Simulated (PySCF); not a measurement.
Start geometry of fac-MoBr3(H2O)3 (`[OH2]->[Mo](<-[OH2])(<-[OH2])([Br])([Br])[Br]`) [quartet] from GFN2-xTB (Å):
```
atom  x, y, z in Å
Mo1    0.406    0.273    0.348
Br2   -0.058    0.046    2.798
O3     0.375    0.339   -2.146
H4     1.417    0.088   -2.430
H5     0.265    1.219   -2.488
Br6    2.791   -0.043   -0.006
O7    -2.082    0.454    0.389
H8    -2.361    1.361    0.117
H9    -2.436    0.315    1.346
Br10   0.011    2.797   -0.072
O11    0.354   -2.113    0.503
H12    0.157   -2.386    1.389
H13    1.191   -2.400    0.274
```

**Question.** What comes out of this run: PBE0-D3(BJ)/def2-SVP geometry optimisation, gas phase, def2 core potentials past Kr in PySCF?

**Answer.** 
```
atom  x, y, z in Å
Mo1    0.2461    0.2376    0.2436
Br2   -0.0567   -0.0428    2.7390
O3     0.3159    0.2853   -1.9846
H4     1.2620    0.1252   -2.1616
H5     0.1858    1.2344   -2.1691
Br6    2.7380   -0.0713   -0.0449
O7    -1.9817    0.3202    0.2998
H8    -2.1479    1.2690    0.1449
H9    -2.1660    0.1864    1.2483
Br10  -0.0325    2.7335   -0.0630
O11    0.2893   -1.9915    0.3207
H12    0.1432   -2.1561    1.2714
H13    1.2353   -2.1820    0.1779
```

The energy falls by 115.2 kJ/mol over 10 energy and gradient evaluations, the largest force component goes from 0.0835 to 3.5e-04 Eh/bohr, and the atoms move by 0.218 Å rms after alignment. Among the bonds, Mo1–O3 and Mo1–O7 change most and about equally (-0.266 to -0.265 Å). Bonds longer at the end by more than 0.005 Å: 5 of 12; shorter: 7. Among the angles that change most is Mo1–O3–H5, from 112.7° to 101.9°. Among the dihedrals that turn most is Br2–Mo1–O11–H13, from -117° to -106°. Rotational constants go from 502.0, 498.1, 336.9 to 517.0, 516.5, 352.8 MHz. The orientation of the end geometry is arbitrary; only internal coordinates are fixed.

The run used 199 basis functions and 80 SCF cycles in all. The run took 13 min of wall time on one thread of an Intel Xeon Platinum 8488C, shared host with 96 logical CPUs at a one-minute load of 53, and the process peaked at 1.4 GiB of memory.

No frequency check. ⟨S²⟩ = 3.767 (exact for a quartet: 3.75).
